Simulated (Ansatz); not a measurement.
Ansatz results at the PBE0-D4/def2-TZVP geometry: size of the dipole moment (B3LYP/def2-TZVPP) 0.17 D; HOMO–LUMO gap (B3LYP/def2-TZVPP) 7.69 eV; HOMO energy (ωB97M-V/def2-TZVPP) -10.02 eV.

Each molecule was computed in one conformer, which needn't be the lowest.

**Question.** Which molecule gave them?
A. `C#CCC[SiH3]`
B. `BB1C=NC1`
C. `COC(O)(F)F`
D. `CC#CC[SiH3]`

**Answer.** A. The others give `COC(O)(F)F`: 2.62, 9.59, -11.59; `CC#CC[SiH3]`: 0.55, 7.12, -9.16; `BB1C=NC1`: 1.12, 4.61, -9.24.

B3LYP here is the variant with VWN-RPA as its local correlation; programs differ in this.
